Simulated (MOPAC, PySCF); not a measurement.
H₃Al, SMILES `[AlH3]`, neutral singlet in the gas phase. 

Cartesian coordinates (Å):
SMILES: [AlH3]
```xyz
4

Al     0.0000     0.0000    -0.3709
H     -1.3315    -0.8273    -0.6000
H      1.3754    -0.7563    -0.1555
H     -0.0438     1.5836    -0.3568
```
Charge 0, multiplicity 1.

All levels are single points at this geometry (r2SCAN-D4/def2-TZVP); Pople sets use spherical d functions. Orbital energies aren't observables, and empty levels follow the basis.

HF/3-21G in PySCF gives dipole (D) = 0.00.

Q: Estimate the dipole (D) from each of these levels: r2SCAN-D4/def2-TZVP in PySCF; B3LYP/3-21G in PySCF; B3LYP/6-311+G** in PySCF; B3LYP/6-31G* in PySCF; B3LYP/LANL2DZ in PySCF; M06-2X/6-31G* in PySCF; HF/6-31G* in PySCF; AM1 in MOPAC.

A: 
```csv
level,dipole (D)
r2SCAN-D4/def2-TZVP in PySCF,0.00
B3LYP/3-21G in PySCF,0.00
B3LYP/6-311+G** in PySCF,0.00
B3LYP/6-31G* in PySCF,0.00
B3LYP/LANL2DZ in PySCF,0.00
M06-2X/6-31G* in PySCF,0.00
HF/6-31G* in PySCF,0.00
AM1 in MOPAC,0.00
```
